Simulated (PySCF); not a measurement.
**State search for NaSn**

Unrestricted PBE0; Na aug-cc-pVDZ, Sn aug-cc-pVDZ-PP with ECP28; scalar-relativistic core potentials (PySCF 2.14). Outer shells of the fragments: Na 3s1; Sn 4d10 5s2 5p2.

Followed along the bond (rough minima from three points):

```tsv
2Ms+1	unpaired	⟨S²⟩ at the start	R at minimum (Å)	Te (eV)
4	σ ↑, π ↑↑	3.75	2.94	0.00
2	π ↑	0.77	3.07	0.30
2	σ ↓, π ↑↑	1.76	3.04	0.46
2	σ ↑, π ↑↓	1.76	2.98	0.48
2	σ ↑	0.75	2.98	1.20
```

Solutions found at the starting distance of 2.925 Å, counted from the lowest of them; the search is not exhaustive and high or unbound solutions are not listed, so other states can lie among these:

```csv
2Ms+1,unpaired,term,E (eV),⟨S²⟩,⟨Lz²⟩,μ (D)
4,"σ ↑, π ↑↑",⁴Σ⁻,0.00,3.75,0.00,-6.95
2,π ↑,²Π,0.32,0.77,1.00,-4.75
2,"σ ↓, π ↑↑",mixed,0.47,1.76,0.00,-6.34
2,"σ ↑, π ↑↓",mixed,0.49,1.76,2.01,-6.69
2,σ ↑,mixed,1.20,0.75,2.00,-6.60
4,"σ ↑↑, π ↑",⁴Π,1.70,3.75,1.00,3.97
```

A term symbol is given only where ⟨S²⟩ and ⟨Lz²⟩ are close to those of a pure state; real π, δ and φ orbitals otherwise mix terms. A positive dipole means Na(−)Sn(+).

Spin–orbit coupling is left out. Counting both spins, an empty level lies below a filled one in some of these solutions, because spin and occupation are held.
